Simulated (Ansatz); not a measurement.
`[GaH2][GaH2]` + ethanol → `CC[O][GaH2]` + `[GaH3]` at 298.15 K and 1 bar (cleavage of the Ga–Ga bond).

Calculated with Ansatz (gas phase, PBE0-D4/def2-TZVP geometries, no zero-point term in ΔE). CCSD(T)/CBS is the MP2 limit (def2-TZVPP, def2-QZVPP) plus CCSD(T) − MP2 in def2-TZVPP, frozen cores. For Ga outer-core shells are correlated without core-valence functions, which leaves a few kJ/mol of doubt a bond. Scalar relativity is left out up to krypton. One conformer a species, not always the lowest.

```csv
species,CCSD(T)/CBS energy (Eh),H − E (kJ/mol),S (J/(mol·K))
`[GaH2][GaH2]`,-3850.24627,84.4,296.7
`CCO`,-154.88256,224.2,269.4
`CC[O][GaH2]`,-2079.43172,238.8,336.4
`[GaH3]`,-1925.70545,59.6,218.4
```

H − E and S are ideal-gas, rigid-rotor, harmonic terms from PBE0-D4/def2-TZVP, for one conformer and one mirror image of each species. 1 Eh = 2625.50 kJ/mol, R = 8.31446 J/(mol·K).

Q: By hand: ΔE, ΔH, ΔS and ΔG.

A: ΔE = (-2079.43172) + (-1925.70545) − (-3850.24627) − (-154.88256) = -0.00834 Eh = -21.9 kJ/mol. Δ(H − E) = 238.8 + 59.6 − 84.4 − 224.2 = -10.2, so ΔH = -32.1 kJ/mol. ΔS = 336.4 + 218.4 − 296.7 − 269.4 = -11.3 J/(mol·K). ΔG = -32.1 − 298.15 × (-11.3)/1000 = -28.7 kJ/mol.

Q: By hand: the equilibrium constant, and the temperature at which ΔG would vanish if ΔH and ΔS stayed fixed.

A: log₁₀ K = −ΔG/(RT ln 10) = 5.0. ΔG = 0 at ΔH/ΔS = 2841 K, far beyond where these terms or the molecules hold.

The number of gas molecules stays the same, so ΔS is small and ΔH decides. A doubt of 5 kJ/mol in ΔE shifts log₁₀ K by 0.9 here. Other conformers and mirror images would add mixing entropy, several J/(mol·K) or more a flexible species. Modes under 60 cm⁻¹, often nearly free rotors, make the harmonic entropy too high. These are equilibria of isolated gas molecules and say nothing of rates. Largest T1 diagnostic: 0.014 (customary marks: 0.02 for closed shells, 0.045 for open ones).
